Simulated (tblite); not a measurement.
Species: C7H6BFO2.
Cartesian coordinates in Å at the GFN2-xTB level; atoms count from 1:
```xyz
17
C7H6BFO2 angstrom
O     -2.6000    1.9308   -0.1946
B     -1.8717    0.8112   -0.0717
O     -2.4643   -0.4106    0.0887
C     -1.5081   -1.4434    0.2005
C     -0.1539   -0.8026    0.0979
C      1.0939   -1.3947    0.1530
C      2.2153   -0.5874    0.0353
C      2.0950    0.7840   -0.1348
C      0.8327    1.3463   -0.1848
F      0.7105    2.6868   -0.3450
C     -0.3104    0.5758   -0.0711
H     -2.0972    2.7379   -0.3006
H     -1.6472   -1.9509    1.1623
H     -1.6776   -2.1719   -0.6012
H      1.1963   -2.4609    0.2858
H      3.1997   -1.0284    0.0769
H      2.9658    1.4140   -0.2263
```

All values are computed: GFN2-xTB (tblite) harmonic vibrations without scaling, gas phase. Errors from tens to a few hundred cm⁻¹ against measured bands are possible. One conformer, not necessarily the lowest.

Harmonic wavenumbers (cm⁻¹): 97.3, 169.9, 175.8, 223.8, 233.0, 336.9, 420.7, 439.7, 483.6, 519.8, 527.9, 535.1, 576.0, 612.0, 653.2, 684.3, 769.5, 799.2, 887.9, 908.5, 922.6, 959.4, 992.6, 1043.8, 1070.7, 1104.8, 1151.0, 1162.4, 1180.1, 1218.4, 1247.9, 1274.1, 1335.6, 1356.2, 1426.3, 1442.4, 1456.6, 1582.8, 1606.9, 2896.3, 2922.8, 3086.5, 3096.3, 3108.8, 3630.4.

A = 1654, B = 1146, C = 680.0 MHz; mass 152.044 u (most abundant isotopes); point group Cs, symmetry number 1.

Task: What is the zero-point energy?

Result: Half the sum of the wavenumbers: 26165 cm⁻¹ = 74.81 kcal/mol.

Task: Give the ideal-gas entropy at 298.15 K and 1 bar in the rigid-rotor, harmonic-oscillator model (classical rotation).

Result: Translation 40.99, rotation 29.90, vibration 20.76: S = 91.7 cal/(mol K).

Task: And Cp and H(298.15 K) − H(0)?

Result: Cp = 36.79 cal/(mol K), of which vibrations give 28.84 (their classical limit is 45 R = 89.4); H(298.15 K) − H(0) = 6.13 kcal/mol without the zero-point energy, 3.76 from vibrations.

Task: What must be added to the electronic energy to get the Gibbs energy at 298.15 K and 1 bar?

Result: ZPE + [H(298.15 K) − H(0)] − T·S = 74.81 + 6.13 − 27.33 = 53.61 kcal/mol.

Task: Blend soft modes into free rotors: weight 1/[1 + (100 cm⁻¹/ν̃)⁴] for the oscillator and the rest for a rotor with moment μB/(μ + B), μ = h/(8π²ν), B = 10⁻⁴⁴ kg m². What vibrational entropy results?

Result: 20.43 cal/(mol K) in place of 20.76, which changes −T·S at 298.15 K by +0.10 kcal/mol.

Task: Which modes carry the vibrational entropy at 298.15 K?

Result: 97.3 cm⁻¹: 3.51; 169.9 cm⁻¹: 2.44; 175.8 cm⁻¹: 2.37; 223.8 cm⁻¹: 1.93; 233.0 cm⁻¹: 1.86; 336.9 cm⁻¹: 1.23 cal/(mol K); the other 39 give 7.43 together.

Task: How do the functions run with temperature in this model?

Result: 
```csv
T (K),S (cal/(mol K)),Cp (cal/(mol K)),H − H(0) (kcal/mol),G − H(0) (kcal/mol),ln q(vib)
100,65.8,14.9,1.04,-5.54,0.55
200,79.3,25.7,3.06,-12.81,2.14
300,91.9,37.0,6.19,-21.37,4.15
500,115.4,55.6,15.57,-42.14,8.67
800,145.4,71.4,34.89,-81.43,15.60
1000,162.0,77.6,49.82,-112.21,19.95
```

q(vib) and H(0) count from the zero-point level.

Hindered rotation and anharmonicity are outside this model. Other conformers, if any are populated, would add a mixing term that is left out.

Hardware: an Intel Xeon Platinum 8488C with 2 threads, shared host with 192 logical CPUs at a one-minute load of 50. Cost: 0.67 s wall, 1.3 s CPU. The figure is for the frequency step alone.
